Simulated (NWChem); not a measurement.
Species: CH$_{4}$BFOS; SMILES O(B(S)F)C

```xyz
9

B      0.5575    -0.1349     0.0000
F      1.7460    -0.7274     0.0000
O      0.5249     1.2063     0.0000
C     -0.6693     1.9469     0.0000
H     -1.2765     1.7314    -0.8952
H     -1.2765     1.7314     0.8952
H     -0.4112     3.0145     0.0000
S     -0.9629    -1.1415     0.0000
H     -0.3131    -2.3234     0.0000
```
Atoms are numbered in this order, from 1.

All runs: NWChem. The geometry was optimised at PBE0/def2-SVP. Total energies compare along this basis series because the functional is fixed.

```
level            basis functions  energy (Ha)  highest occupied level (eV)  orbital gap (eV)  dipole (D)
---------------  ---------------  -----------  ---------------------------  ----------------  ----------
PBE/pcseg-1                   94    -638.2507                        -6.69              6.19        1.43
PBE/aug-pcseg-1              155    -638.2650                        -6.72                 ?        1.49
PBE/pcseg-2                  210    -638.4347                        -6.72              6.03        1.50
PBE/STO-3G                    33    -630.6132                        -2.55              6.47        0.55
PBE/def2-SVP                  94    -638.0046                        -6.45              6.31        1.40
```

Q: Fill in the missing entries.

A: 
- PBE/aug-pcseg-1, orbital gap (eV): 5.85
